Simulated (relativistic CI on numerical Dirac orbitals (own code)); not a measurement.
Sensitivity of the levels of Mo16+ to α and to the nuclear radius

Method of calculation: Dirac-Coulomb-Breit CI, separate exchange-only KLI orbitals for each configuration, derivatives by finite differences, unscaled Slater integrals, QED left out (own radial code, finite nucleus).

CI space (outside the closed core [Ne]): 3s²3p⁶3d⁸, 3s²3p⁵3d⁹, 3s²3p⁴3d¹⁰, 3s3p⁶3d⁹, 3p⁶3d¹⁰, 3s²3p⁶3d⁷4s, 3s²3p⁶3d⁷4p, 3s3p⁵3d¹⁰. Levels of other configurations are missing.

With x = (α/α₀)² − 1 an excitation energy changes as ω = ω₀ + qx; K = 2q/ω₀ is the relative enhancement. Terms are leading LS components, so labels can repeat. The field-shift factor is F = δν/δ⟨r²⟩ for the transition from the lowest level.

Lowest level 3s²3p⁶3d⁸ ³F4.

| Level | ω₀ (cm⁻¹) | q (cm⁻¹) | F (GHz/fm²) |
| --- | --- | --- | --- |
| 3s²3p⁶3d⁸ ³F3 | 24020 | 24940 | 0.154 |
| 3s²3p⁶3d⁸ ³F2 | 27143 | 10800 | 0.0708 |
| 3s²3p⁶3d⁸ ³P2 | 52090 | 22870 | 0.176 |
| 3s²3p⁶3d⁸ ³P0 | 70477 | 16430 | 0.178 |
| 3s²3p⁶3d⁸ ³P1 | 72538 | 25770 | 0.225 |
| 3s²3p⁶3d⁸ ¹D2 | 78576 | 41620 | 0.283 |
| 3s²3p⁶3d⁸ ¹G4 | 85998 | 21330 | 0.232 |
| 3s²3p⁶3d⁸ ¹S0 | 176606 | 35330 | 0.415 |
| 3s²3p⁵3d⁹ ³F°4 | 1275188 | 36940 | 2.25 |
| 3s²3p⁵3d⁹ ¹D°2 | 1300827 | 46860 | 2.25 |
| 3s²3p⁵3d⁹ ³F°3 | 1329208 | 70610 | 2.18 |
| 3s²3p⁵3d⁹ ³D°2 | 1369147 | 65950 | 2.29 |
| 3s²3p⁵3d⁹ ³P°1 | 1378228 | 58290 | 2.27 |
| 3s²3p⁵3d⁹ ³P°0 | 1382310 | 65970 | 2.35 |
| 3s²3p⁵3d⁹ ³D°3 | 1399605 | 73910 | 1.92 |
| 3s²3p⁵3d⁹ ³D°1 | 1421327 | 62490 | 1.97 |
| 3s²3p⁵3d⁹ ³F°2 | 1462347 | 215700 | 0.357 |
| 3s²3p⁵3d⁹ ³P°2 | 1500934 | 194300 | 0.129 |
| 3s²3p⁵3d⁹ ¹F°3 | 1583081 | 155600 | 1.01 |
| 3s²3p⁵3d⁹ ¹P°1 | 1590957 | 210700 | -0.0509 |
| 3s²3p⁶3d⁷4s ⁵F5 | 2012566 | -86380 | 52.4 |
| 3s²3p⁶3d⁷4s ⁵F4 | 2024581 | -80500 | 52.2 |
| 3s²3p⁶3d⁷4s ⁵F3 | 2039201 | -60410 | 52.5 |

At this charge energies of transitions that change n are usually good to better than 1 %, and those within a shell (Δn = 0) to a few per cent. Terms inside the open d or f shell come out 10 to 20 % too wide with unscaled integrals.

Question: Which transition from the lowest level has the largest |K|?

Answer: 3s²3p⁶3d⁸ ³F3 at 24020 cm⁻¹, K = 2.08.
